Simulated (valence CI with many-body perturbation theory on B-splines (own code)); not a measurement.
## Os55+ in brief

Calculated by valence CI with perturbative core correlation (CI+MBPT): three valence electrons over a frozen Dirac-Fock core [Ar], a basis of 9 s, 9 p, 10 d, 8 f, 5 g, 3 h, 1 i functions for each j, with the one-electron correlation potential Σ1, the two-electron term Σ2, the three-electron term Σ3, Breit, model QED; selected CI, second order for the rest (own B-spline code, finite nucleus).

No measured spectrum was set against this ion. As an estimate, large intervals hold to a few tenths of a per cent, small ones and those within an open d or f shell to about a per cent. The list stops below the first excitations out of the core. Only levels of the ground parity were solved; by the run's estimate the other parity begins above the list, which can be wrong where configurations are misplaced.

Levels are named by their leading jj configuration (3d3/2^4 stands for four electrons in 3d with j = 3/2), which in mixed levels can hold well under half, so a name can repeat and another be missing.

Rates and lifetimes use the calculated energies. Strong lines usually hold to 10 to 20 %, long lifetimes can be off by a factor of two.

(1) What is the ground level?

(2) How well does LS coupling describe the low levels?

(3) What is the ionisation energy?

Results:

(1) (3d3/2^3) J=3/2, composition 43 % 3d³ ⁴F + 40 % 3d³ ²D + 12 % 3d³ ²P, g = 0.726.

(2) Among the lowest 16 levels the leading LS term, summed over configurations, holds 57 % on average. For single configurations the figures are 57 % in LS and 99 % in jj coupling. Terms mix most in the J = 3/2 level at 659380 cm⁻¹, where the leading one holds 38 %.

(3) 5422 eV; NIST lists 5421 ± 5 eV (theoretical).
